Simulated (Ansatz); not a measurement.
Gas-phase electronic energies from Ansatz, PBE0-D4/def2-TZVP geometries. CCSD(T)/CBS is the MP2 limit (def2-TZVPP, def2-QZVPP) plus CCSD(T) − MP2 in def2-TZVPP, frozen cores. Functionals use def2-TZVPP. Elements past krypton have def2 core potentials. For I, Zr outer-core shells are correlated without core-valence functions, which leaves a few kJ/mol of doubt a bond. One conformer a species, not always the lowest.

`[Cl][Zr]([Cl])([Cl])[I]` + CH₃NH₂ → `C[NH][Zr]([Cl])([Cl])[Cl]` + HI  (ligand exchange at a Zr–I bond)

| level | ΔE (kcal/mol) |
| --- | --- |
| PBE-D4 | 15.4 |
| r2SCANh-D4 | 16.2 |
| BHLYP-D4 | 16.4 |
| CAM-B3LYP-D4 | 13.4 |
| ωB97M-V | 14.6 |
| r2SCANh | 16.5 |
| MP2/def2-QZVPP | 18.5 |
| CCSD/CBS(def2) | 15.8 |

(1) What does CCSD(T)/CBS give? (Best estimate.)

Largest T1 diagnostic among the species: 0.015.

## Answers

(1) Computed: +16.4 kcal/mol. The listed levels differ from it by -1.0, -0.2, 0.0, -3.0, -1.8, 0.1, 2.1, -0.6 kcal/mol.

Leaving LDA and LC-ωPBE aside and taking each functional with its dispersion term where it has one, the values, not all of them listed here, spread over 4.2 kcal/mol, from CAM-B3LYP-D4 to PBE-QIDH. LDA lies −1.3 kcal/mol from PBE without D4. From PBE to PBE0 (25 % exact exchange), in def2-TZVPP and without D4, ΔE moves by +0.9 kcal/mol. At CCSD(T), def2-SVP lies −4.7 kcal/mol from the extrapolated value and def2-TZVPP −1.3 kcal/mol.
